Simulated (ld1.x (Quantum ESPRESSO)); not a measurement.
Which change was made? (In, TM)

```json
{
 "Element": "In (Z = 49)",
 "Generator": "ld1.x (Quantum ESPRESSO) 7.5",
 "Type": "norm-conserving Troullier–Martins (Kleinman–Bylander form)",
 "Functional": "PBE",
 "Relativity": "scalar-relativistic",
 "Frozen core": "[Kr] 4d10",
 "Valence charge": "3",
 "Reference configuration": "5s2 5p0.5 (charge +0.5)",
 "Partial waves": "5s (bound): rc 1.75 bohr; 5p (bound): rc 2.00 bohr",
 "Local potential": "all-electron potential smoothed inside 1.80 bohr (lloc = -1)",
 "Core correction": "none"
}
```

Cutoffs, loose and tight: the cutoffs (Ry, on a coarse ladder) from which the occupation-weighted sum of valence levels, in a spherical-Bessel basis at the reference potential, stays within 10 and 1 mRy of its value at 400 Ry. They do not see the model core or the augmentation charge, which bear on the density cutoff. Test errors are all-electron minus pseudo excitation energies from the reference, over the configurations 5s2 5p1; 5s2 5p0; 5s1 5p0; 5s1 5p2; 5s1 5p1; 5s2 5p1.3; 5s0 5p3; variants that change the core or the reference have their own tests.

The base gives: outcome: generated; cutoff, loose: 25 Ry; cutoff, tight: 50 Ry; bound ghosts: s, d; largest test error (meV): +167.

After one change the result is: outcome: generated; cutoff, loose: 80 Ry; cutoff, tight: 160 Ry; bound ghosts: s, d; largest test error (meV): +708. Which change was it?
A. all radii scaled by about 1.35 (s 2.36, p 2.70 bohr); local potential all-electron potential smoothed inside 2.44 bohr (lloc = -1)
B. all radii scaled by about 0.77 (s 1.34, p 1.54 bohr); local potential all-electron potential smoothed inside 1.38 bohr (lloc = -1)
C. all radii scaled by about 1.17 (s 2.04, p 2.34 bohr); local potential all-electron potential smoothed inside 2.10 bohr (lloc = -1)
D. all radii scaled by about 0.84 (s 1.48, p 1.68 bohr); local potential all-electron potential smoothed inside 1.52 bohr (lloc = -1)

D. The others give: all radii scaled by about 1.17 (s 2.04, p 2.34 bohr); local potential all-electron potential smoothed inside 2.10 bohr (lloc = -1) → outcome: generated; cutoff, loose: 10 Ry; cutoff, tight: 30 Ry; bound ghosts: d; largest test error (meV): +149 | all radii scaled by about 0.77 (s 1.34, p 1.54 bohr); local potential all-electron potential smoothed inside 1.38 bohr (lloc = -1) → outcome: generated; cutoff, loose: 140 Ry; cutoff, tight: 300 Ry; bound ghosts: s, p, d; largest test error (meV): +235 | all radii scaled by about 1.35 (s 2.36, p 2.70 bohr); local potential all-electron potential smoothed inside 2.44 bohr (lloc = -1) → outcome: generated; cutoff, loose: 10 Ry; cutoff, tight: 25 Ry; bound ghosts: none; largest test error (meV): +145.
